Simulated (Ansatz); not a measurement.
The cluster Ag₂Se⁺. The state is a doublet with charge 1. Geometry relaxed at PBE-D4/def2-TZVP.

Cartesian coordinates in Å:
```
Ag -1.596 0.566 0.716
Ag 1.639 0.569 -0.610
Se -0.042 -1.134 -0.105
```

In the def2 sets Ag takes a core potential; there is no spin–orbit coupling. The relaxation made no stability test and no search for a lower SCF solution. The structure comes from a short search, and lower isomers may exist.

Problem. Estimate the harmonic wavenumbers at UKS PBE-D4/def2-TZVP (Ansatz, unscaled). Is this a minimum?

Solution. 29, 202, 209 cm⁻¹. Yes, no mode is imaginary beyond noise. Zero-point energy 2.6 kJ/mol. It took 11 s on 4 threads of Arm Neoverse V2 on a shared host.
